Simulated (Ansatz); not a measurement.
Reaction (cleavage of the Si–Ge bond): `N[SiH2][GeH2][SH]` + `C[SiH2]O` → `C[SiH2]O[SiH2]N` + `[SH][GeH3]`

Program: Ansatz. Geometries: PBE0-D4/def2-TZVP. ΔE: electronic, gas phase. CCSD(T)/CBS adds triple-zeta CCSD(T) − MP2 to the extrapolated MP2 energy (def2 sets, frozen cores). This one scheme is used for every species. DFT in def2-TZVPP. For Ge outer-core shells are correlated without core-valence functions, which leaves a few kJ/mol of doubt a bond. Scalar relativity is left out up to krypton. One conformer a species, not always the lowest.

| species | r2SCAN-D4 energy (Eh) |
| --- | --- |
| `N[SiH2][GeH2][SH]` | -2823.65695 |
| `C[SiH2]O` | -406.45449 |
| `C[SiH2]O[SiH2]N` | -752.56701 |
| `[SH][GeH3]` | -2477.58759 |

(1) Work out ΔE.

Largest T1 diagnostic among the species: 0.011.

Results:

(1) ΔE = (-752.56701) + (-2477.58759) − (-2823.65695) − (-406.45449) = -0.04316 Eh = -113.3 kJ/mol. CCSD(T)/CBS gives -115.6 kJ/mol.

From PBE to PBE0 (25 % exact exchange), in def2-TZVPP and without D4, ΔE moves by −8.4 kJ/mol. In def2-TZVPP, CCSD(T) changes the Hartree–Fock value by +24.7 kJ/mol (the triples alone add +3.2 kJ/mol) and MP2 by +22.2 kJ/mol.
